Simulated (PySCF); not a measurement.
Computed shifts of a molecule C3H13NSi2, PBE/pcSseg-1 run with PySCF, GIAO, gas phase, atoms alike by connectivity averaged where their shifts nearly agree, in ppm (number of nuclei): ¹³C: 57.2 (1), 28.6 (1), 24.0 (1). ¹⁵N: 32.6 (1). ²⁹Si: -47.1 (1), -62.5 (1). ¹H: 5.09 (6), 3.39 (1), 1.63 (3), 1.53 (3). References: ¹³C against TMS (σ = 182.0 ppm); ¹⁵N against NH3 (σ = 267.0 ppm); ²⁹Si against TMS (σ = 335.4 ppm); ¹H against TMS (σ = 31.49 ppm), references at their B3LYP-D3(BJ)/def2-TZVP geometries, non-relativistic. The structure is a stationary point at B3LYP-D3(BJ)/def2-SVP. Other conformers were not sampled.

Identify the compound among the candidates.
A. CC[Si@@](C)(N)[SiH3]
B. CNC[SiH2]C[SiH3]
C. CC(C)N([SiH3])[SiH3]
D. CCC(N)([SiH3])[SiH3]

C, CC(C)N([SiH3])[SiH3]
